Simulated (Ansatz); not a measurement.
C3H2N3, SMILES n1cncn[c]1, multiplicity 2.

Coordinates come from a B3LYP-D3(BJ)/def2-SVP optimisation. The isomer is the one that the SMILES or the coordinates give; other isomers of the formula were not compared.

Two levels are set side by side: PBE/def2-SVPD (Ansatz, a program for electronic structure) and CAM-B3LYP/def2-SVPD (Ansatz). Energy differences of separate SCF runs at the same geometry; the states with an electron removed or added have multiplicity 1 and 1. Differences are taken from unrounded values.

```json
[
 {"quantity": "vertical ionisation energy (eV)", "CAM-B3LYP": "9.57"},
 {"quantity": "vertical electron affinity (eV)", "CAM-B3LYP": "0.64"}
]
```

### Question
What does PBE give, and how far is it from CAM-B3LYP? (The exact figures need the calculation; the answer reports its results.)

### Answer

| quantity | PBE | PBE minus CAM-B3LYP |
|---|---|---|
| vertical ionisation energy (eV) | 8.80 | -0.78 |
| vertical electron affinity (eV) | 0.46 | -0.17 |
